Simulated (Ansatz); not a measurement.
Program: Ansatz. Geometries: PBE0-D4/def2-TZVP. ΔE: electronic, gas phase. CCSD(T)/CBS adds triple-zeta CCSD(T) − MP2 to the extrapolated MP2 energy (def2 sets, frozen cores). This one scheme is used for every species. Functionals use def2-TZVPP. B3LYP here is the variant with VWN-RPA as its local correlation; programs differ in this. For Ge outer-core shells are correlated without core-valence functions, which leaves a few kJ/mol of doubt a bond. Scalar relativity is left out up to krypton. One conformer a species, not always the lowest.

`[BH2][GeH2][SiH2]C` + CH₃OH → `BOC` + `C[SiH2][GeH3]`  (cleavage of the B–Ge bond)

`[BH2][GeH2][SiH2]C`:

Z-matrix (Å, degrees):
```
Ge
Si 1 2.398
B 1 2.038 2 105.9
H 1 1.540 2 107.9 3 122.7
H 1 1.542 2 106.6 3 -121.3
C 2 1.875 1 111.2 3 63.9
H 2 1.490 1 108.3 3 -174.7
H 2 1.490 1 109.0 3 -57.9
H 3 1.195 1 120.6 2 -84.1
H 3 1.195 1 120.8 2 90.6
H 6 1.092 2 110.7 1 58.4
H 6 1.092 2 110.7 1 178.3
H 6 1.092 2 111.0 1 -61.6
```

CH₃OH:

Z-matrix (Å, degrees):
```
C
O 1 1.409
H 1 1.097 2 112.4
H 1 1.090 2 107.0 3 -118.5
H 1 1.097 2 112.4 3 123.0
H 2 0.959 1 108.5 3 -61.6
```

`BOC`:

```xyz
8

B    -0.381    1.293    0.066
O    -0.652    0.009    0.334
C     0.231   -1.038   -0.014
H     0.644    1.591   -0.491
H    -1.197    2.101    0.403
H     1.127   -0.653   -0.510
H     0.516   -1.574    0.893
H    -0.288   -1.729   -0.681
```

`C[SiH2][GeH3]`:

Cartesian coordinates in Å:
```
C -1.599 0.254 0.669
Si 0.028 0.880 -0.022
Ge 1.469 -0.921 -0.607
H -2.251 1.090 0.935
H -1.434 -0.348 1.565
H -2.119 -0.364 -0.065
H 0.720 1.736 0.982
H -0.211 1.712 -1.234
H 0.813 -1.825 -1.668
H 1.777 -1.797 0.622
H 2.806 -0.416 -1.177
```

```
             level  ΔE (kJ/mol)
          B3LYP-D4       -162.7
        r2SCAN0-D4       -157.8
           ωB97M-V       -162.6
            r2SCAN       -158.9
           r2SCAN0       -158.6
    MP2/def2-TZVPP       -159.3
CCSD(T)/def2-TZVPP       -157.6
SCS-MP2/def2-QZVPP       -160.2
```

**Question.** What does CCSD(T)/CBS give? (Best estimate.)

**Answer.** The calculation gave: -153.6 kJ/mol. The listed levels differ from it by -9.1, -4.2, -9.0, -5.3, -5.0, -5.7, -4.0, -6.6 kJ/mol.

Largest T1 diagnostic among the species: 0.014.

Leaving LDA and LC-ωPBE aside and taking each functional with its dispersion term where it has one, the values, not all of them listed here, spread over 19.0 kJ/mol, from CAM-B3LYP-D4 to revPBE-D4. LDA lies −12.0 kJ/mol from PBE without D4. In def2-TZVPP, CCSD(T) changes the Hartree–Fock value by +10.2 kJ/mol (the triples alone add −0.2 kJ/mol) and MP2 by +8.5 kJ/mol.

CCSD(T)/CBS has its own doubt, a few kJ/mol and more with outer-core shells, so smaller differences from it don't rank the levels.
